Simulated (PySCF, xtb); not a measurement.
CH3Cl2NSi2, SMILES C1=N[Si](Cl)(Cl)[SiH2]1.

GFN2-xTB (xtb) at its own geometry gives an orbital gap of 2.05 eV and a dipole moment of 3.88 D.

The structure is a stationary point at B3LYP-D3(BJ)/def2-SVP. The structure was generated by enumeration, and PubChem lists no compound with its InChIKey, so it may never have been made.

Q: What does B3LYP/def2-TZVP in PySCF give? (Estimate from the structure and the level; the computed values follow.)

A: gap 5.20 eV (levels -7.10 and -1.89 eV), dipole 2.93 D.
